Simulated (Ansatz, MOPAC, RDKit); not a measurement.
Dimer: NH3 (SMILES N) (first 4 atoms) with C2H6O (SMILES COC); geometry from B3LYP-D3(BJ)/def2-TZVP, rigid monomers moved along the line of their centres of mass till H4···O6 is 2.52 Å.
(charge 0, multiplicity 1):
```xyz
13

N      0.49795    -0.02045     0.16662
H     -0.03699     0.56947    -0.46041
H      0.69135    -0.88318    -0.32900
H     -0.09862    -0.24790     0.95762
C     -0.39013     1.17074     3.63794
O     -0.51515    -0.22514     3.44455
C      0.65108    -0.92426     3.83513
H      0.43015     1.58020     3.03716
H     -0.21194     1.40796     4.69419
H     -1.32835     1.62687     3.32514
H      1.51743    -0.60811     3.24268
H      0.46605    -1.98406     3.66566
H      0.86868    -0.76490     4.89860
```

Interaction energies are E(AB) − E(A) − E(B) at the monomers' geometry in the complex; basis-set methods are counterpoise corrected.

Frozen-core correlation. The state that AM1 reach isn't checked.

Programs: Ansatz (an electronic-structure program); MOPAC for AM1 (differences of heats of formation); RDKit for the force fields. Each number belongs to the level named beside it.

Problem. One of these levels gives -1.47 kcal/mol for the interaction energy. Which?
A. MP2/aug-cc-pVDZ
B. MMFF94
C. AM1

Solution. C, AM1. The others give -2.34 (MMFF94), -2.73 (MP2/aug-cc-pVDZ)
